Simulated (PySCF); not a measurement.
**Structure from 2D NMR**

Compound of formula C$_{5}$H$_{14}$OSi$_{3}$. Correlations simulated from computed shifts and the bond graph:

HSQC (one-bond C–H):
| δH | δC |
| --- | --- |
| 2.25 | 34.0 |
| 1.38 | 9.6 |
| 1.27 | 20.0 |
| 1.17 | 23.3 |
| 1.14 | 44.1 |
| 1.05 | 9.6 |

COSY cross peaks (H two or three bonds apart, from the bond graph; peaks can be absent where the dihedral angle is near 90°):
| δH | δH |
| --- | --- |
| 5.23 | 5.11 |
| 5.23 | 1.14 |
| 5.11 | 1.14 |
| 5.00 | 4.84 |
| 5.00 | 2.25 |
| 4.84 | 2.25 |
| 4.43 | 4.05 |
| 4.43 | 1.38 |
| 4.43 | 1.17 |
| 4.43 | 1.05 |
| 4.05 | 1.38 |
| 4.05 | 1.17 |
| 4.05 | 1.05 |
| 2.25 | 1.38 |
| 2.25 | 1.14 |
| 2.25 | 1.05 |
| 1.38 | 1.05 |
| 1.27 | 1.17 |
| 1.17 | 1.14 |

HMBC (two and three bonds, from the bond graph):
| δH | δC |
| --- | --- |
| 5.23 | 44.1, 34.0, 23.3 |
| 5.11 | 44.1, 34.0, 23.3 |
| 5.00 | 44.1, 34.0, 9.6 |
| 4.84 | 44.1, 34.0, 9.6 |
| 4.43 | 44.1, 34.0, 23.3, 20.0, 9.6 |
| 4.05 | 44.1, 34.0, 23.3, 20.0, 9.6 |
| 2.25 | 44.1, 23.3, 9.6 |
| 1.38 | 44.1, 34.0, 23.3 |
| 1.27 | 44.1, 23.3 |
| 1.17 | 44.1, 34.0, 20.0, 9.6 |
| 1.14 | 34.0, 23.3, 20.0, 9.6 |
| 1.05 | 44.1, 34.0, 23.3 |

PySCF calculation with shielding tensors at PBE0/pcSseg-1 (GIAO) and coordinates at the GFN2-xTB level; single conformer, no solvent model, relativity neglected, averaged over atoms made equivalent by symmetry, fast rotation or ring inversion.

Chemical shifts δ = σref − σ; TMS for ¹H, ¹³C, all at this level.

Exchangeable hydrogens are left out of these lists.

Work out the connectivity.

Answers

SMILES O1[SiH2][C@@H]2C[SiH2][C@@H](C)[C@@H]2[SiH2]1.

Mapped SMILES: `[CH3:1][C@@H:2]1[SiH2:3][CH2:4][C@H:5]2[SiH2:6][O:7][SiH2:8][C@@H:9]12`. Hydrogens are named by the atom that carries them. Ha(Si3), Ha(C4) are cis to C1 on the ring; Ha(Si6), Ha(Si8) are cis to C2 on the ring; Hb(Si3), Hb(C4) are trans to C1 on the ring; Hb(Si6), Hb(Si8) are trans to C2 on the ring.

1. δC 44.1 is C9, an sp3 CH bonded to Si (δH 1.14).
2. δC 34.0 is C5, an sp3 CH bonded to Si (δH 2.25).
3. δC 23.3 is C2, an sp3 CH bonded to Si (δH 1.17).
4. δC 20.0 is C1, a methyl carbon (δH 1.27).
5. δC 9.6 is C4, an sp3 CH2 bonded to Si (δH 1.05, 1.38).
6. COSY links 5.23–5.11, 5.23–1.14, 5.11–1.14, 5.00–4.84, 5.00–2.25, 4.84–2.25.

This is the structure that produced the data.

Shifts are as computed. Against solution values, carbons near 30 ppm lie about +3 ppm off and those near 130 ppm about +5 ppm. Of 1211 compounds with measured shifts, 218 miss one by over three times the rms of a fit or turn the order of signals round; such compounds aren't used in these exercises.
